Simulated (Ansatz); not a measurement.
Molecular dynamics, step by step

KSO$_{2}$ (charge +1), closed shell, PBE0-D4/def2-SVP (Ansatz 0.2.0). Settings (timestep in fs, temperature in K; T counts 6 degrees of freedom):

```yaml
hamiltonian: {xc: pbe0, dispersion: d4}
md: {n_steps: 60, timestep: 1.0, temperature: 500, ensemble: nvt_nose_hoover, seed: 719, initial_velocities: maxwell_boltzmann}
```

Start:

K1  (-0.153, 0.537, -2.155)
O2  (-0.678, 0.821, 0.758)
S3  (0.089, -0.304, 1.218)
O4  (0.742, -1.054, 0.180)
(Å)

```
step  time (fs)  potential energy less the start (meV)  kinetic energy (meV)  T (K)
   0       0.00                                    0.0                 129.3    500
   4       4.00                                    0.4                 129.1    499
   8       8.00                                   17.1                 112.4    435
  12      12.00                                   33.6                  96.0    372
  16      16.00                                   36.6                  93.2    360
  20      20.00                                   30.5                  99.5    385
  24      24.00                                   19.6                 110.3    427
  28      28.00                                   43.7                  87.0    336
  32      32.00                                   30.1                 100.8    390
  36      36.00                                   11.4                 119.8    463
  40      40.00                                   64.0                  68.3    264
  44      44.00                                   82.7                  50.1    194
  48      48.00                                   32.2                 100.6    389
  52      52.00                                   44.4                  89.4    346
  56      56.00                                  100.9                  34.7    134
  60      60.00                                   21.9                 113.3    438
```

Step 12, positions (Å) and forces (eV/Å):

```json
{"atom": "K1", "x": "-0.157", "y": "0.555", "z": "-2.196", "Fx": "-0.005", "Fy": "-0.041", "Fz": "0.110"}
{"atom": "O2", "x": "-0.698", "y": "0.814", "z": "0.726", "Fx": "0.691", "Fy": "-0.926", "Fz": "0.871"}
{"atom": "S3", "x": "0.106", "y": "-0.307", "z": "1.285", "Fx": "-0.107", "Fy": "0.226", "Fz": "-2.562"}
{"atom": "O4", "x": "0.738", "y": "-1.087", "z": "0.177", "Fx": "-0.579", "Fy": "0.741", "Fz": "1.581"}
```

Step 16, positions (Å) and forces (eV/Å):

```
atom       x       y       z      Fx      Fy      Fz
  K1  -0.158   0.561  -2.209  -0.020  -0.031   0.133
  O2  -0.704   0.812   0.723   1.108  -1.456   1.171
  S3   0.116  -0.314   1.289  -1.276   1.677  -1.686
  O4   0.726  -1.084   0.203   0.188  -0.190   0.382
```

Step 44, positions (Å) and forces (eV/Å):

```json
{"atom": "K1", "x": "-0.170", "y": "0.597", "z": "-2.284", "Fx": "-0.044", "Fy": "-0.032", "Fz": "0.172"}
{"atom": "O2", "x": "-0.736", "y": "0.806", "z": "0.761", "Fx": "1.789", "Fy": "-2.152", "Fz": "0.609"}
{"atom": "S3", "x": "0.134", "y": "-0.308", "z": "1.305", "Fx": "-1.769", "Fy": "2.097", "Fz": "-0.361"}
{"atom": "O4", "x": "0.750", "y": "-1.178", "z": "0.317", "Fx": "0.024", "Fy": "0.087", "Fz": "-0.420"}
```

Last step (60):

```json
{"atom": "K1", "x (Å)": "-0.1786", "y (Å)": "0.6144", "z (Å)": "-2.3139"}
{"atom": "O2", "x (Å)": "-0.6897", "y (Å)": "0.7512", "z (Å)": "0.7547"}
{"atom": "S3", "x (Å)": "0.1195", "y (Å)": "-0.2943", "z (Å)": "1.3242"}
{"atom": "O4", "x (Å)": "0.7553", "y (Å)": "-1.1928", "z (Å)": "0.3575"}
```

Hardware: 2 CPU threads of an Intel Xeon 6975P-C, shared host. Wall time about 51 s.
